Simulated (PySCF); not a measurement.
MI for M along the third period

MP2 with double-zeta basis sets in PySCF, for the lowest determinant that a PBE0 search found; no spin–orbit coupling. De refers to high-spin ground-configuration atoms.

```tsv
M	basis	reference, frozen orbitals	state (unpaired electrons)	Re (Å)	ωe (cm⁻¹)	De (eV)
Na	def2-SVP	RHF, 5	singlet (closed shell)	2.755	250	3.13
Mg	def2-SVP	UHF, 5	doublet (σ ↑)	2.616	316	2.29
Al	def2-SVP	RHF, 9	singlet (closed shell)	2.541	328	3.79
Si	x2c-SVPall	UHF, 23	doublet (π ↑)	2.463	365	2.90
P	x2c-SVPall	UHF, 23	triplet (π ↑↑)	2.424	354	1.79
Cl	def2-SVP	RHF, 9	singlet (closed shell)	2.367	385	1.79
```

(1) By what factor does the well depth vary along the series?

The rows differ in basis set, which adds steps of its own.

The state changes along the series, so neighbouring rows are not always alike in their bonding.

Correlated steps freeze the inner cores (5 to 23 orbitals); shallow outer-core shells are correlated. Correlated levels converge slowly with the basis: in double zeta they bind strong bonds too weakly, by up to about 1 eV, and carry superposition errors of some tenths. These are scalar-relativistic numbers at best; spin–orbit coupling would shift them, the dissociation energy most. Where the molecule has an RHF reference, its open-shell atoms are computed with UHF. States were picked by a PBE0 search and need not be the measured ground states.

## Answers

(1) At MP2 it runs from 1.79 eV (PI) to 3.79 eV (AlI), a factor of 2.12.
